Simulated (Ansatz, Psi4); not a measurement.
Here is a job for Psi4.
```
memory 2 GB

molecule mol {
-1 1
C     0.829510    1.915796   -0.015732
C     0.742410    0.401183   -0.007432
C    -0.678388   -0.249852    0.006200
C    -0.659896   -1.778116    0.013801
H    -1.670383   -2.200601    0.023291
H     0.231848    2.281219    0.875870
H     0.218913    2.272219   -0.902196
H    -0.130482   -2.145303    0.893931
H    -0.143316   -2.154232   -0.870177
H     1.262612   -0.001503   -0.894548
H     1.275493    0.007459    0.876054
H    -1.229672    0.098869   -0.874319
H    -1.216828    0.107805    0.891071
}

set {
  basis 6-311g**
  reference rks
  scf_type pk
  puream true
  d_convergence 1e-8
  dft_radial_points 99
  dft_spherical_points 590
}

energy('b3lyp5')
print_variables()
```

**Question.** Give the equivalent Ansatz (a first-principles code) input.

**Answer.** This is not unique; one that fits is 
Ansatz 0.2 input:
```yaml
crystal:
  periodic: [false, false, false]
  atoms:
    - {symbol: C, position_ang: [0.82950969, 1.91579604, -0.01573161]}
    - {symbol: C, position_ang: [0.74241032, 0.40118335, -0.00743166]}
    - {symbol: C, position_ang: [-0.67838814, -0.24985231, 0.00619992]}
    - {symbol: C, position_ang: [-0.65989620, -1.77811566, 0.01380079]}
    - {symbol: H, position_ang: [-1.67038254, -2.20060116, 0.02329053]}
    - {symbol: H, position_ang: [0.23184841, 2.28121879, 0.87586962]}
    - {symbol: H, position_ang: [0.21891296, 2.27221900, -0.90219641]}
    - {symbol: H, position_ang: [-0.13048174, -2.14530323, 0.89393110]}
    - {symbol: H, position_ang: [-0.14331564, -2.15423237, -0.87017686]}
    - {symbol: H, position_ang: [1.26261169, -0.00150293, -0.89454849]}
    - {symbol: H, position_ang: [1.27549284, 0.00745908, 0.87605360]}
    - {symbol: H, position_ang: [-1.22967161, 0.09886933, -0.87431902]}
    - {symbol: H, position_ang: [-1.21682837, 0.10780496, 0.89107124]}
basis:
  gaussian:
    orbitals: 6-311G__.json
hamiltonian:
  xc: b3lyp5
total_charge: -1
accuracy: high
```
The basis file holds 6-311G** in the JSON format of the Basis Set Exchange.

Both were run: Psi4 gave -157.686316 Eh and Ansatz -157.686316 Eh, 0.001 mEh apart.
